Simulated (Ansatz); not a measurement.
Relaxation of ClF₂H₃HfO₂ (9 atoms, charge 0, multiplicity 1), to a largest force component of 0.03 eV/Å in at most 50 steps.

The calculation used RKS BHLYP-D4/def2-SVP (Ansatz 0.2.0).

```xyz
9
Properties=species:S:1:pos:R:3
Hf 0.251 0.376 -0.166
F 0.030 0.006 2.980
O 1.645 -0.320 -1.255
H 2.241 -0.757 -1.846
O -1.035 1.263 -1.248
H -1.689 1.579 -1.856
F -0.650 -1.157 0.525
Cl 1.306 2.148 1.233
H 0.486 0.763 3.231
```

**Question.** Where does it end, and by what steps?

**Answer.** The forces met the threshold. After 18 steps the energy has fallen by 0.447 eV; F2 moved furthest, 1.32 Å. Joined: Hf1–F2 (3.18 → 2.41 Å).

| step | energy less start (eV) | largest force component (eV/Å) | accepted |
| --- | --- | --- | --- |
| 0 | 0.0000 | 0.657 | yes |
| 1 | -0.0406 | 0.889 | yes |
| 2 | -0.1124 | 0.372 | yes |
| 3 | -0.2243 | 0.289 | yes |
| 4 | -0.2186 | 0.922 | no |
| 5 | -0.2627 | 0.130 | yes |
| 6 | -0.2747 | 0.224 | yes |
| 7 | -0.2781 | 0.078 | yes |
| 8 | -0.2800 | 0.040 | yes |
| 9 | -0.2868 | 0.080 | yes |
| 10 | -0.3181 | 0.121 | yes |
| 11 | -0.3251 | 0.488 | yes |
| 12 | -0.3718 | 0.460 | yes |
| 13 | -0.4250 | 0.089 | yes |
| 14 | -0.4406 | 0.146 | yes |
| 15 | -0.4444 | 0.131 | yes |
| 16 | -0.4464 | 0.172 | yes |
| 17 | -0.4472 | 0.041 | yes |
| 18 | -0.4473 | 0.019 | yes |

```xyz
9
Properties=species:S:1:pos:R:3
Hf 0.410 0.157 0.084
F -0.710 0.709 2.144
O 1.603 -0.293 -1.329
H 2.182 -0.513 -2.045
O -0.999 1.157 -0.729
H -1.662 1.573 -1.263
F -0.131 -1.576 0.701
Cl 1.917 1.481 1.496
H -0.027 1.207 2.540
```

Whether the end is a true minimum wasn't checked by a vibrational analysis.

Run time: 44 s on 4 threads of Arm Neoverse V2, with other jobs on the host, peak memory 0.31 GiB.
